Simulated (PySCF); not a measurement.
# Ionisation energy of Rh by level of theory

Rh [Kr] 4d8 5s1 (4F) → Rh⁺ [Kr] 4d8 (3F), as a difference of total energies. Computed with PySCF 2.14 in cc-pVDZ-PP with ECP28MDF (4s4p3d1f, 38 functions), with a scalar-relativistic core potential. Correlated levels: valence: 4s2 4p6 frozen. The calculations carry no spin-orbit coupling.

```json
{"method": "UHF", "ionisation energy (eV)": "6.314", "error (eV)": "-1.165"}
{"method": "M06-L", "ionisation energy (eV)": "7.245", "error (eV)": "-0.234"}
{"method": "B3LYP", "ionisation energy (eV)": "7.765", "error (eV)": "+0.286"}
{"method": "MP2 (valence)", "ionisation energy (eV)": "7.007", "error (eV)": "-0.472"}
{"method": "SCS-MP2 (valence)", "ionisation energy (eV)": "6.838", "error (eV)": "-0.641"}
```

Reference: 7.479 eV (measured; NIST levels, between the centres of gravity of the two terms).

Errors of the correlated levels include the incompleteness of this basis and the frozen core.
